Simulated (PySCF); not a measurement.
Excitations are Tamm–Dancoff values on a coarser integration grid. The basis has no diffuse functions, so Rydberg states are missing or too high.

Cartesian coordinates (Å):
```xyz
10

S      1.8483    -0.8125    -0.3241
C      0.3111    -0.3277     0.4492
C     -0.9418    -0.5076    -0.3667
C     -0.4491     0.8735    -0.0448
H      2.6172     0.1689     0.1788
H      0.2411    -0.5616     1.5045
H     -1.8191    -0.8803     0.1461
H     -0.8260    -0.8560    -1.3848
H     -0.9892     1.4546     0.6927
H     -0.0026     1.4468    -0.8464
```
Charge 0, spin multiplicity 1.

**Question.** Estimate the S1 oscillator strength, HOMO, HOMO–LUMO gap, LUMO, total energy, dipole moment, S1 excitation (TDA) and T1 excitation (TDA) that TPSSh-D3(BJ)/def2-TZVP (PySCF) returns for this input.

**Answer.** 
```
Item                           Value
----------------------  ------------
S1 oscillator strength         0.001
HOMO                        -6.12 eV
HOMO–LUMO gap                6.43 eV
LUMO                         0.31 eV
total energy            -516.1807 Ha
dipole moment                 1.59 D
S1 excitation (TDA)          5.74 eV
T1 excitation (TDA)          5.19 eV
```
